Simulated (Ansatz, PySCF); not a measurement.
Gas-phase reaction in SMILES: II + [H][H] (H2) -> 2 I (HI)
Each molecule is optimised on its own at B3LYP-D3(BJ)/def2-TZVP (Ansatz, an electronic-structure program).

Property: energy of full hydrogenation (0 K, with B3LYP-D3(BJ) harmonic zero-point energies from PySCF), in kcal/mol. Cores are frozen in the correlated levels unless marked. No spin-orbit coupling. Frozen are the shells of the preceding noble gas and the d and f shells that filled before the atom's block. In def2 rows, elements after Kr have scalar-relativistic effective core potentials. CBS(X,Y): correlation extrapolated as X^-3; Hartree-Fock from the larger set.

```csv
level,program,energy of full hydrogenation (kcal/mol)
revPBE/def2-TZVPD,Ansatz,-2.3
BP86-D4/def2-TZVPD,PySCF + dftd4,-1.3
TPSS-D3(BJ)/def2-TZVPD,PySCF + dftd3,?
r2SCAN-D3(BJ)/def2-TZVPD,Ansatz + dftd3,?
BHLYP-D3(BJ)/def2-TZVPD,Ansatz + dftd3,-3.5
CAM-B3LYP/def2-TZVPD,Ansatz,?
SCS-MP2/def2-TZVPPD,Ansatz,-5.4
"CCSD(T)/CBS(def2-TZVPPD,def2-QZVPPD)",Ansatz,-3.1
```

**Question.** Some entries are withheld; supply them.

**Answer.** 
- TPSS-D3(BJ)/def2-TZVPD, energy of full hydrogenation (kcal/mol): 0.2
- r2SCAN-D3(BJ)/def2-TZVPD, energy of full hydrogenation (kcal/mol): -3.4
- CAM-B3LYP/def2-TZVPD, energy of full hydrogenation (kcal/mol): -6.3
